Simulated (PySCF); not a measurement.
CH3F3OSi, SMILES O[Si](F)(F)CF.

Geometry: ωB97X-D3(BJ)/def2-SVP. This is a generated structure with no PubChem entry under its InChIKey; it may be hypothetical. Other conformers were not sampled.

Two levels are set side by side: PBE/def2-TZVP (PySCF) and M06-2X/def2-TZVP (PySCF). Same geometry, gas phase. Differences are taken from unrounded values.

| quantity | PBE |
|---|---|
| orbital gap (eV) | 7.04 |
| highest occupied level (eV) | -7.86 |
| lowest empty level (eV) | -0.82 |
| dipole moment (D) | 2.12 |
| mean polarisability (bohr³) | 39.0 |

### Question
These are the PBE values. What does M06-2X give? (An estimate is asked for; the answer gives what the named calculation found.)

### Answer

```tsv
quantity	M06-2X	PBE minus M06-2X
orbital gap (eV)	12.00	-4.96
highest occupied level (eV)	-11.06	3.21
lowest empty level (eV)	0.94	-1.75
dipole moment (D)	2.22	-0.10
mean polarisability (bohr³)	36.2	2.8
```

PBE's occupied levels lie high since its potential decays too fast outside the molecule; exact exchange lowers them and widens the gap. Loosely held outer electrons make PBE densities more polarisable. Differences between two approximate levels are no errors against the true value.

Rough cost on one machine, each run with all the roots and properties that it gave: M06-2X against PBE about 4 times.
